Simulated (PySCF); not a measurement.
Coordinates in bohr (charge 0 multiplicity 2):
```
Ru   -0.1343    0.0000   -0.0077
O    -1.5538    2.7623   -0.0896
O    -1.5538   -2.7623   -0.0896
F     3.3359    0.0000    0.1923
```

Computed with UPBE0/[Ru def2-TZVP with ECP28, O def2-TZVP, F def2-TZVP], scalar-relativistic core potentials, density fitting, no spin–orbit coupling, PySCF.

This geometry of RuO₂F is a stationary point at this level.

What is the point group?

C2v.

Is it a minimum?

Yes: all harmonic wavenumbers are real.

What are the dipole moment and the gap between the highest occupied and lowest empty levels of either spin?

0.40 D and 3.67 eV.

Give the ideal-gas entropy at 298.15 K and 1 bar by parts.

translation 171.6, rotation 99.5, vibration 29.5, spin 5.8; total 306.2 J/(mol K).

Only a few start shapes were tried, so a lower isomer may exist. Other spin states or occupations of the open shell can lie lower.
